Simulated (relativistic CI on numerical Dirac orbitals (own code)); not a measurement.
Line list: Electric-dipole lines, Cs⁴⁶⁺

Calculated at this level of theory: Dirac-Coulomb-Breit CI, separate exchange-only KLI orbitals for each configuration, model QED (radiative potential, 1s self-energy scaled to tabulated hydrogen-like ionisation energies), unscaled Slater integrals (own radial code, finite nucleus).

Configuration list (outside the closed core 1s2): 2s2 2p5, 2s 2p6, 2p6 3s, 2p6 3p, 2p6 3d, 2s2 2p4 3s, 2s2 2p4 3p, 2s2 2p4 3d, 2s 2p5 3s, 2s 2p5 3p, 2s 2p5 3d, 2s2 2p4 4s, 2s2 2p4 4p, 2s2 2p4 4d, 2s2 2p4 4f, 2s 2p5 4s, 2s 2p5 4p, 2s2 2p3 3s2, 2s 2p5 4d, 2s 2p5 4f, 2s2 2p3 3s 3p, 2s2 2p4 5s, 2s2 2p4 5p, 2s2 2p4 5d, 2s2 2p4 5f, 2s2 2p4 5g, 2s2 2p3 3s 3d, 2s2 2p3 3p2, 2s2 2p3 3p 3d, 2s 2p4 3s2, 2s2 2p3 3d2, 2s 2p4 3s 3p, 2s 2p4 3s 3d, 2s 2p4 3p2, 2s 2p5 5s, 2s 2p5 5p. Levels of other configurations are missing.

| λ vac (Å) | Lower | Upper | A (s⁻¹) | gf | Branching (%) |
| --- | --- | --- | --- | --- | --- |
| 2.3882 | 2s2 2p5 2P°_1/2 [2] | 2s2 2p4 3d 2D_3/2 [92] | 4.27e+14 | 1.46e+00 | 100.0 |
| 2.3924 | 2s2 2p5 2P°_3/2 [1] | 2s2 2p4 3d 2P_3/2 [52] | 3.69e+14 | 1.27e+00 | 99.3 |
| 2.3928 | 2s2 2p5 2P°_3/2 [1] | 2s2 2p4 3d 2F_5/2 [50] | 2.37e+14 | 1.22e+00 | 100.0 |
| 2.3936 | 2s2 2p5 2P°_3/2 [1] | 2s2 2p4 3d 2F_5/2 [49] | 1.99e+14 | 1.03e+00 | 100.0 |
| 2.3948 | 2s2 2p5 2P°_3/2 [1] | 2s2 2p4 3d 2S_1/2 [48] | 4.95e+14 | 8.51e-01 | 99.7 |
| 2.4021 | 2s 2p6 2S_1/2 [3] | 2s 2p5 3d 2P°_1/2 [105] | 6.17e+14 | 1.07e+00 | 99.7 |
| 2.4025 | 2s 2p6 2S_1/2 [3] | 2s 2p5 3d 2P°_3/2 [104] | 4.22e+14 | 1.46e+00 | 99.5 |
| 2.4038 | 2s2 2p5 2P°_3/2 [1] | 2s2 2p4 3d 4F_5/2 [45] | 1.46e+14 | 7.57e-01 | 99.9 |
| 2.5513 | 2s2 2p5 2P°_3/2 [1] | 2s2 2p4 3d 2D_5/2 [25] | 3.09e+14 | 1.81e+00 | 100.0 |
| 2.5530 | 2s2 2p5 2P°_1/2 [2] | 2s2 2p4 3d 2P_1/2 [59] | 8.58e+14 | 1.68e+00 | 95.5 |
| 2.5550 | 2s2 2p5 2P°_1/2 [2] | 2s2 2p4 3d 2D_3/2 [58] | 6.95e+14 | 2.72e+00 | 95.6 |
| 2.5607 | 2s2 2p5 2P°_3/2 [1] | 2s2 2p4 3d 2P_3/2 [24] | 4.48e+14 | 1.76e+00 | 99.9 |
| 2.5617 | 2s 2p6 2S_1/2 [3] | 2s 2p5 3d 2P°_3/2 [89] | 6.04e+14 | 2.38e+00 | 99.6 |
| 2.5629 | 2s2 2p5 2P°_3/2 [1] | 2s2 2p4 3d 2D_5/2 [23] | 4.19e+14 | 2.48e+00 | 100.0 |
| 2.5806 | 2s 2p6 2S_1/2 [3] | 2s 2p5 3d 2P°_1/2 [84] | 6.64e+14 | 1.33e+00 | 99.8 |
| 7.2280 | 2s2 2p4 3p 2D°_5/2 [8] | 2s2 2p4 4d 2F_7/2 [126] | 2.77e+13 | 1.74e+00 | 80.9 |
| 7.6197 | 2s2 2p4 3p 2D°_5/2 [10] | 2s2 2p4 4d 2F_7/2 [129] | 2.78e+13 | 1.93e+00 | 79.7 |
| 7.6209 | 2s2 2p4 3p 4D°_7/2 [11] | 2s2 2p4 4d 4F_9/2 [130] | 3.46e+13 | 3.02e+00 | 99.7 |
| 8.0029 | 2s2 2p4 3d 4D_3/2 [15] | 2s2 2p4 4f 4F°_5/2 [136] | 3.77e+13 | 2.17e+00 | 52.2 |
| 8.0070 | 2s2 2p4 3d 2G_7/2 [46] | 2s2 2p4 4f 2H°_9/2 [184] | 6.58e+13 | 6.33e+00 | 93.0 |
| 8.0108 | 2s2 2p4 3d 4D_5/2 [16] | 2s2 2p4 4f 2G°_7/2 [135] | 4.70e+13 | 3.62e+00 | 65.7 |
| 8.0256 | 2s2 2p4 3d 2F_7/2 [18] | 2s2 2p4 4f 2G°_9/2 [134] | 6.38e+13 | 6.16e+00 | 90.2 |
| 8.0947 | 2s2 2p4 3d 4F_7/2 [47] | 2s2 2p4 4f 4G°_9/2 [181] | 6.84e+13 | 6.71e+00 | 97.1 |
| 8.0992 | 2s 2p5 3d 4F°_9/2 [77] | 2s 2p5 4f 4G_11/2 [228] | 6.96e+13 | 8.22e+00 | 99.0 |
| 8.1030 | 2s2 2p4 3d 2G_9/2 [53] | 2s2 2p4 4f 2H°_11/2 [189] | 6.97e+13 | 8.23e+00 | 99.9 |
| 8.1044 | 2s2 2p4 3d 2F_7/2 [19] | 2s2 2p4 4f 2G°_9/2 [140] | 6.09e+13 | 6.00e+00 | 86.3 |
| 8.1102 | 2s2 2p4 3d 4F_9/2 [20] | 2s2 2p4 4f 4G°_11/2 [139] | 6.98e+13 | 8.26e+00 | 99.9 |
| 8.1398 | 2s2 2p4 3d 2D_5/2 [25] | 2s2 2p4 4f 2F°_7/2 [147] | 6.37e+13 | 5.07e+00 | 90.2 |
| 8.2459 | 2s2 2p4 3d 2D_5/2 [23] | 2s2 2p4 4f 2F°_7/2 [141] | 4.93e+13 | 4.02e+00 | 70.0 |
| 18.210 | 2s2 2p4 4f 4G°_11/2 [139] | 2s2 2p4 5g 4H_13/2 [273] | 2.08e+13 | 1.45e+01 | 99.3 |

Terms are leading LS components. Brackets give the number of a level in order of energy, since labels repeat. The list gives strong lines, with weight on those to low levels, without lines whose two gauges differ by over a factor of 2.5, among the lowest 400 of 1235 levels, so that lines to higher ones, which can be the strongest, are missing. Levels whose partners in the same complex of configurations lie outside the list can be far off, and so can their lines. Rates are taken at the computed energies, electric ones in the length gauge.

At this charge energies of transitions that change n are usually good to better than 1 %, and those within a shell (Δn = 0) to a few per cent.

LS names give the leading component of a level, which can be under half, so a name can repeat, a term be missing and a line seem to break the LS rules.
